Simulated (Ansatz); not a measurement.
Consider the ligand exchange at a W–O bond: `C[N]=[W](=[O])([OH])[OH]` + dimethylamine → `C[N]=[W](=[O])([OH])[N](C)C` + H₂O.

Calculated with Ansatz (gas phase, PBE0-D4/def2-TZVP geometries, no zero-point term in ΔE). CCSD(T)/CBS is the MP2 limit (def2-TZVPP, def2-QZVPP) plus CCSD(T) − MP2 in def2-TZVPP, frozen cores. This one scheme is used for every species. DFT in def2-TZVPP. B3LYP here is the variant with VWN-RPA as its local correlation; programs differ in this. HSE06 is defined as in plane-wave codes. def2 core potentials past Kr. For W outer-core shells are correlated without core-valence functions, which leaves a few kJ/mol of doubt a bond. One conformer a species, not always the lowest.

(1) Is it downhill or uphill in electronic energy at CCSD(T)/CBS, and by how much? (Estimate.)

(2) What do these levels give: PBE0-D4, HSE06-D4, B3LYP, HSE06, CAM-B3LYP, CCSD(T)/def2-TZVPP? (An estimate is asked.)

Largest T1 diagnostic among the species: 0.021, so the coupled-cluster value is less sure than usual.

Answers

(1) Computed: Uphill: ΔE = +5.6 kJ/mol.

(2) Ansatz gave: PBE0-D4 15.1, HSE06-D4 15.1, B3LYP 30.8, HSE06 23.8, CAM-B3LYP 31.4, CCSD(T)/def2-TZVPP 5.3 kJ/mol.

In def2-TZVPP, CCSD(T) changes the Hartree–Fock value by −35.8 kJ/mol (the triples alone add −6.1 kJ/mol) and MP2 by −44.4 kJ/mol. The D4 term adds −15.1 kJ/mol with B3LYP and −9.0 kJ/mol with PBE0; it sums over pairs of atoms, weighted by their polarisabilities, and B3LYP, whose exchange is more repulsive, gets the larger term.
